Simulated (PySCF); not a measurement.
# Excitation energy of Hf by level of theory

Hf [Xe] 4f14 5d2 6s2 (3F) → Hf [Xe] 4f14 5d4 (5D), as a difference of total energies. Computed with PySCF 2.14 in def2-QZVPPD with the def2 core potential (60 electrons), with a scalar-relativistic core potential. Correlated levels: valence: 5s2 5p6 frozen; valence and next inner shell: nothing frozen outside the core potential. The calculations carry no spin-orbit coupling.

| method | excitation energy (eV) |
| --- | --- |
| UHF | 4.456 |
| LDA | 4.227 |
| PBE | 4.111 |
| PBE0 | 4.180 |
| r2SCAN | 4.195 |
| CAM-B3LYP | 4.751 |
| r2SCANh | 4.222 |
| B2PLYP | 4.798 |
| PW91 | 4.101 |
| MP2 (valence) | 4.796 |
| SCS-MP2 (valence) | 5.462 |
| MP2 (valence and next inner shell) | 4.857 |
| SCS-MP2 (valence and next inner shell) | 5.429 |

Question: How much does correlation contribute at MP2 (valence and next inner shell)?

Answer: 4.857 − (4.456) = 0.401 eV, measured against UHF.
